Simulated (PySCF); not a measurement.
## Shieldings and the share of exact exchange

Molecule: `Cl[SiH]1CCCC1`, C$_{4}$H$_{9}$ClSi.

Cartesian coordinates in Å; atom numbers follow the order of the lines, from 1:
```xyz
15

Cl    2.054    5.056    1.327
Si    1.725    3.297    0.262
C     2.528    1.824    1.131
C     1.359    0.839    1.313
C     0.067    1.631    1.543
C    -0.052    2.699    0.445
H     2.171    3.562   -1.135
H     3.380    1.390    0.587
H     2.908    2.168    2.107
H     1.245    0.230    0.398
H     1.547    0.130    2.136
H     0.118    2.126    2.529
H    -0.812    0.966    1.571
H    -0.777    3.492    0.679
H    -0.365    2.240   -0.509
```

GIAO shieldings (ppm, equivalent atoms averaged) in PySCF on the PBE0-D3(BJ)/def2-SVP geometry, basis pcSseg-1, gas phase, non-relativistic:

| functional | exact exchange (%) | σ(Cl1) | σ(Si2) | σ(C4/C5) | σ(C3/C6) |
| --- | --- | --- | --- | --- | --- |
| BLYP | 0 | 920.0 | 287.2 | 143.6 | 155.0 |
| BP86 | 0 | 928.0 | 295.6 | 149.0 | 160.0 |
| PBE | 0 | 927.9 | 296.9 | 149.3 | 160.3 |
| B3LYP | 20 | 940.5 | 302.3 | 149.2 | 160.6 |
| PBE0 | 25 | 952.9 | 315.5 | 155.6 | 166.7 |
| BHandHLYP | 50 | 965.8 | 325.5 | 156.2 | 167.5 |
| HF | 100 | 1002.5 | 366.6 | 166.3 | 177.9 |

Question: Fit each shielding as a line in the percentage of exact exchange.

Answer: σ(Cl1) = 926.7 + 0.77 x (rms 3.8 ppm); σ(Si2) = 292.6 + 0.73 x (rms 4.1 ppm); σ(C4/C5) = 147.5 + 0.19 x (rms 2.3 ppm); σ(C3/C6) = 158.6 + 0.19 x (rms 2.2 ppm). The functionals also differ in their semilocal parts, which the line can't hold; Hartree–Fock has no correlation at all.

Question: What does the line predict for mPW1PW91 (25 %), and what does the run give?

Answer: σ(Cl1): 946.0 predicted, 952.9 computed; σ(Si2): 310.9 predicted, 314.1 computed; σ(C4/C5): 152.2 predicted, 154.7 computed; σ(C3/C6): 163.3 predicted, 166.0 computed ppm.
